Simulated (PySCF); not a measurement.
# One molecule, several mistakes: FH2O2Si anion

These are calculations, not measurements. The program is PySCF 2.14.0, an open-source quantum chemistry code, run on an isolated molecule that a program drew, which may never have been made. The molecule is FH2O2Si anion (charge -1, singlet), drawn as the SMILES string `[O-][SiH](O)F`.

Each row is a Hartree-Fock (HF) and frozen-core CCSD(T) single point in the aug-cc-pV(D+d)Z basis, meant for a local HF minimum. Run 1 is clean. Each other run has one planted mistake out of seven kinds, and not every kind appears here: one electron removed, one electron added, multiplicity raised by two, geometry at a saddle point, minimal basis STO-3G, one bond length entered in bohr, all coordinates scaled. The reference is restricted for singlets and unrestricted otherwise, and also for a bond in bohr. Adding or removing an electron swaps singlet and doublet. Electrons count all cores. HOMO and LUMO are orbital energies over both spins, the gradient is its largest component, and the lowest frequency (negative if imaginary) is given only where the gradient is small. Bond lengths are over the 5 bonds as drawn. T1 is the CCSD diagnostic: over 0.02 (restricted) or 0.045 (unrestricted) a single reference is doubtful.

Geometry of the clean run:
```xyz
6
FH2O2Si anion, angstrom
O     0.6309   -0.1010    0.5544
Si   -0.6144    0.4709   -0.1480
O    -2.0738    0.1130    0.6181
F    -0.6951    2.1056   -0.2593
H    -0.8508    0.0960   -1.5747
H    -1.8917   -0.3596    1.4131
```

```
run  electrons  basis functions  <S^2>  HOMO (eV)  LUMO (eV)  gradient (hartree/bohr)  lowest frequency (cm^-1)  mean bond (Å)  longest bond (Å)      T1  HF (hartree)  CCSD(T) (hartree)                          mistake
  1         42              119  0.000      -5.69       4.26                  1.2e-05                       261         1.4607             1.687  0.0170    -539.48791         -540.24671                         no fault
  2         42              119  0.641      -3.62       4.15                  1.8e-02                         -         1.7266             2.823  0.0571    -539.37663         -540.14064  one bond length entered in bohr
  3         42              119  0.000      -5.69       4.27                  5.0e-02                         -         1.4140             1.633  0.0162    -539.47969         -540.22999           all coordinates scaled
  4         41              119  0.757     -13.84      -0.70                  1.5e-01                         -         1.4607             1.687  0.0253    -539.38860         -540.08641                                ?
  5         42              119  2.006       0.79       3.04                  1.5e-01                         -         1.4607             1.687  0.0284    -539.35709         -540.06312                                ?
```

**Which mistake was planted in run 4, and what did it cost?**

It counts 41 electrons, one fewer than the clean run, at the same geometry and basis. So the mistake is: one electron removed. Subtracting run 1 and multiplying by 627.51 kcal/mol a hartree, the energy moved by 62.3 kcal/mol in HF and 100.6 kcal/mol in CCSD(T).

**Which mistake was planted in run 5, and what did it cost?**

Electrons, basis and geometry are unchanged, and <S^2> is 2.006, beside S(S+1) = 2.00 for a multiplicity of 3. So the mistake is: multiplicity raised by two. Subtracting run 1 and multiplying by 627.51 kcal/mol a hartree, the energy moved by 82.1 kcal/mol in HF and 115.2 kcal/mol in CCSD(T).

Cautions from the logs. Run 2: T1 is over the limit, so its CCSD(T) energy is less reliable; run 5: the HOMO is above zero, so the electron isn't bound and the energy depends on the basis.
